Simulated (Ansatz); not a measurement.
Cost and result up the ladder for Ge₅Se (6 atoms). Charge 0, multiplicity 1. Geometry: r2SCAN-D4/def2-SVP.

```xyz
6

Ge    1.220    1.370   -0.557
Ge   -0.215    1.285   -2.423
Ge   -0.912   -0.282   -0.806
Ge    0.006   -0.990    1.642
Ge   -1.872   -1.931    0.578
Se    1.773    0.547    1.566
```

Ansatz on 4 threads of Arm Neoverse V2 on a shared host. Times are rough, and most runs start from the orbitals of an earlier one. No level here is sound enough to serve as a yardstick. Binding counts from free atoms at the same level (Ge triplet, Se triplet; other spins of the atoms weren't run), without zero-point energy or a counterpoise term.

Correlated methods freeze 54 core orbitals; core or outer-core shells of Ge, Se are correlated, in sets that lack core-valence functions. Another isomer (singlet) lies 1.04 eV lower at PBE0-D4/def2-TZVP; other spin states weren't run for this one.

Run but left out: BHLYP-D4/def2-TZVP (restricted singlet, unstable in another Hartree–Fock run and untested here).

Correlated methods converge slowly with the basis.

| level | functions | wall time | binding energy per atom (eV) | remarks |
| --- | --- | --- | --- | --- |
| PBE-D4/def2-TZVP (with forces) | 288 | 7 s | 3.03 | restricted SCF unstable in HF |
| r2SCAN-D4/def2-TZVP | 288 | 13 s | 2.93 | restricted SCF unstable in HF |
| PBE0-D4/def2-TZVP | 288 | 16 s | 2.85 | restricted SCF unstable in HF |
| MP2/def2-TZVP | 288 | 23 s | 2.99 | restricted SCF unstable |
